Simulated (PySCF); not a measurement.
C6H15Al, charge -1, doublet, at a GFN2-xTB geometry (such geometries of metal compounds can be far from the true shape) (a state made from the parent by changing its charge; the spin is typed, not shown lowest); TPSS/STO-3G in PySCF.

PySCF was given this input:
```python
from pyscf import gto, scf, dft

mol = gto.M(
    atom='''
Al   -0.08174234   -0.60370760    0.00345435
C     1.33013377    0.80642034   -0.66157782
C     1.57426829    0.81951892   -2.17252085
H     2.30189286    0.61387388   -0.17377329
H     1.06691520    1.83406563   -0.35613498
H     0.65304022    1.05521127   -2.70548472
H     1.90648882   -0.16241858   -2.51458247
H     2.33366651    1.55266530   -2.47820761
C    -1.96087999    0.31113359   -0.19208589
C    -2.41965549    0.58897488   -1.62454345
H    -2.02584062    1.25964818    0.36867890
H    -2.72036614   -0.33801651    0.27967566
H    -2.40967369   -0.32876494   -2.21560011
H    -1.74480300    1.29620293   -2.10624305
H    -3.43453463    1.00757754   -1.67780095
C     0.13823799   -0.54359828    2.08642075
C     1.41933119   -1.19420053    2.61040766
H    -0.71527471   -1.05904239    2.56148982
H     0.09742017    0.48319183    2.48869044
H     2.29359146   -0.68670051    2.20280059
H     1.47263747   -2.23899983    2.29882001
H     1.49887604   -1.16978880    3.70616267
''',
    basis='sto-3g',
    charge=-1,
    spin=1,
    verbose=4,
)

mf = dft.UKS(mol)
mf.xc = 'tpss'
mf.DIIS = scf.EDIIS
mf.kernel()
```

What the program printed (banner, timings and long lists left out):

```
PySCF version 2.14.0

[INPUT] verbose = 4
[INPUT] num. atoms = 22
[INPUT] num. electrons = 65
[INPUT] charge = -1
[INPUT] spin (= nelec alpha-beta = 2S) = 1
[INPUT] symmetry False subgroup None
[INPUT] Mole.unit = angstrom
[INPUT] Symbol           X                Y                Z      unit          X                Y                Z       unit  Magmom
[...]
nuclear repulsion = 348.801377794505
number of shells = 38
number of NR pGTOs = 162
number of NR cGTOs = 54
basis = sto-3g
ecp = {}

******** <class 'pyscf.dft.uks.UKS'> ********
method = UKS
initial guess = minao
damping factor = 0
level_shift factor = 0
DIIS = <class 'pyscf.scf.diis.EDIIS'>
diis_start_cycle = 1
diis_space = 8
diis_damp = 0
SCF conv_tol = 1e-09
SCF conv_tol_grad = None
SCF max_cycles = 50
direct_scf = True
direct_scf_tol = 1e-13
number electrons alpha = 33  beta = 32
XC library pyscf.dft.libxc version 7.1.2
    S. Lehtola, C. Steigemann, M. J. T. Oliveira, and M. A. L. Marques,  SoftwareX 7, 1–5 (2018)
XC functionals = tpss
    J. Tao, J. P. Perdew, V. N. Staroverov, and G. E. Scuseria,  Phys. Rev. Lett. 91, 146401 (2003)
    J. P. Perdew, J. Tao, V. N. Staroverov, and G. E. Scuseria,  J. Chem. Phys. 120, 6898 (2004)
    J. Tao, J. P. Perdew, V. N. Staroverov, and G. E. Scuseria,  Phys. Rev. Lett. 91, 146401 (2003)
    J. P. Perdew, J. Tao, V. N. Staroverov, and G. E. Scuseria,  J. Chem. Phys. 120, 6898 (2004)
radial grids:
    Treutler-Ahlrichs [JCP 102, 346 (1995); DOI:10.1063/1.469408] (M4) radial grids

becke partition: Becke, JCP 88, 2547 (1988); DOI:10.1063/1.454033
pruning grids: <function nwchem_prune>
grids dens level: 3
symmetrized grids: False
atomic radii adjust function: <function treutler_atomic_radii_adjust>
small_rho_cutoff = 0
Set gradient conv threshold to 3.16228e-05
tot grids = 251008
init E= -474.031703653457

cycle= 1 E= -474.189141349097  delta_E= -0.157  |g|= 0.448  |ddm|= 3.88
cycle= 2 E= -474.170123838961  delta_E= 0.019  |g|= 0.482  |ddm|=  1.3
cycle= 3 E= -474.320545943427  delta_E= -0.15  |g|= 0.0502  |ddm|= 0.729
cycle= 4 E= -474.320545943485  delta_E= -5.78e-11  |g|= 0.0502  |ddm|= 1.78e-09
cycle= 5 E= -474.320545943437  delta_E= 4.8e-11  |g|= 0.0502  |ddm|= 1.42e-09
cycle= 6 E= -474.320545943118  delta_E= 3.19e-10  |g|= 0.0502  |ddm|= 1e-08
cycle= 7 E= -474.320545943851  delta_E= -7.33e-10  |g|= 0.0502  |ddm|= 2.28e-08
cycle= 8 E= -474.320545943464  delta_E= 3.87e-10  |g|= 0.0502  |ddm|= 1.2e-08
cycle= 9 E= -474.320545943336  delta_E= 1.27e-10  |g|= 0.0502  |ddm|= 3.95e-09
cycle= 10 E= -474.310094970314  delta_E= 0.0105  |g|= 0.138  |ddm|= 0.161
cycle= 11 E= -474.318706609499  delta_E= -0.00861  |g|= 0.075  |ddm|= 0.296
cycle= 12 E= -474.322065355388  delta_E= -0.00336  |g|= 0.0265  |ddm|= 0.107
cycle= 13 E= -474.322065355576  delta_E= -1.88e-10  |g|= 0.0265  |ddm|= 1.28e-08
cycle= 14 E= -474.322065355528  delta_E= 4.83e-11  |g|= 0.0265  |ddm|= 3.4e-09
cycle= 15 E= -474.322065355324  delta_E= 2.03e-10  |g|= 0.0265  |ddm|= 1.37e-08
cycle= 16 E= -474.322065355699  delta_E= -3.75e-10  |g|= 0.0265  |ddm|= 2.54e-08
cycle= 17 E= -474.322065358799  delta_E= -3.1e-09  |g|= 0.0265  |ddm|= 2.08e-07
cycle= 18 E= -474.322065355615  delta_E= 3.18e-09  |g|= 0.0265  |ddm|= 2.14e-07
cycle= 19 E= -474.3215915369  delta_E= 0.000474  |g|= 0.0375  |ddm|= 0.0836
cycle= 20 E= -474.322420974217  delta_E= -0.000829  |g|= 0.0123  |ddm|= 0.0678
cycle= 21 E= -474.322447115934  delta_E= -2.61e-05  |g|= 0.0106  |ddm|= 0.00269
cycle= 22 E= -474.322447116104  delta_E= -1.7e-10  |g|= 0.0106  |ddm|= 4.25e-08
cycle= 23 E= -474.322447116032  delta_E= 7.19e-11  |g|= 0.0106  |ddm|= 8.47e-09
cycle= 24 E= -474.322447116622  delta_E= -5.9e-10  |g|= 0.0106  |ddm|= 6.18e-08
cycle= 25 E= -474.322447118091  delta_E= -1.47e-09  |g|= 0.0106  |ddm|= 1.78e-07
cycle= 26 E= -474.322447116212  delta_E= 1.88e-09  |g|= 0.0106  |ddm|= 2.5e-07
cycle= 27 E= -474.322446781502  delta_E= 3.35e-07  |g|= 0.0107  |ddm|= 0.0173
cycle= 28 E= -474.322442544579  delta_E= 4.24e-06  |g|= 0.0109  |ddm|= 0.0291
cycle= 29 E= -474.322521633229  delta_E= -7.91e-05  |g|= 0.00037  |ddm|= 0.0164
cycle= 30 E= -474.322521633234  delta_E= -5.91e-12  |g|= 0.00037  |ddm|= 1.56e-08
cycle= 31 E= -474.32252163324  delta_E= -5.46e-12  |g|= 0.00037  |ddm|= 7.85e-08
cycle= 32 E= -474.322521633239  delta_E= 1.36e-12  |g|= 0.00037  |ddm|= 1.51e-07
cycle= 33 E= -474.322521633251  delta_E= -1.22e-11  |g|= 0.00037  |ddm|= 1.24e-07
cycle= 34 E= -474.322521633226  delta_E= 2.46e-11  |g|= 0.00037  |ddm|= 2.33e-07
cycle= 35 E= -474.322511636815  delta_E= 1e-05  |g|= 0.00402  |ddm|= 0.00555
cycle= 36 E= -474.322511754497  delta_E= -1.18e-07  |g|= 0.00388  |ddm|= 0.00765
cycle= 37 E= -474.322519457734  delta_E= -7.7e-06  |g|= 0.00186  |ddm|= 0.00772
cycle= 38 E= -474.322521329549  delta_E= -1.87e-06  |g|= 0.000769  |ddm|= 0.00155
cycle= 39 E= -474.322521363841  delta_E= -3.43e-08  |g|= 0.000738  |ddm|= 0.000123
cycle= 40 E= -474.322521345722  delta_E= 1.81e-08  |g|= 0.000757  |ddm|= 4.1e-05
cycle= 41 E= -474.322521333992  delta_E= 1.17e-08  |g|= 0.000765  |ddm|= 0.00014
cycle= 42 E= -474.322521334002  delta_E= -1.07e-11  |g|= 0.000765  |ddm|= 1.41e-08
cycle= 43 E= -474.322521326215  delta_E= 7.79e-09  |g|= 0.00077  |ddm|= 0.000105
cycle= 44 E= -474.322520854434  delta_E= 4.72e-07  |g|= 0.00118  |ddm|= 0.00181
cycle= 45 E= -474.322521336713  delta_E= -4.82e-07  |g|= 0.000757  |ddm|= 0.00238
cycle= 46 E= -474.322521716353  delta_E= -3.8e-07  |g|= 0.000104  |ddm|= 0.00109
cycle= 47 E= -474.322521714697  delta_E= 1.66e-09  |g|= 0.000116  |ddm|= 3e-05
cycle= 48 E= -474.322521709303  delta_E= 5.39e-09  |g|= 0.000149  |ddm|= 5.74e-05
cycle= 49 E= -474.32252169372  delta_E= 1.56e-08  |g|= 0.000218  |ddm|= 9.54e-05
cycle= 50 E= -474.322521666891  delta_E= 2.68e-08  |g|= 0.000303  |ddm|= 0.000139
SCF not converged.
SCF energy = -474.322521666891 after 50 cycles  <S^2> = 0.7506435  2S+1 = 2.0006434
```

The run did not converge; its last values are not results.
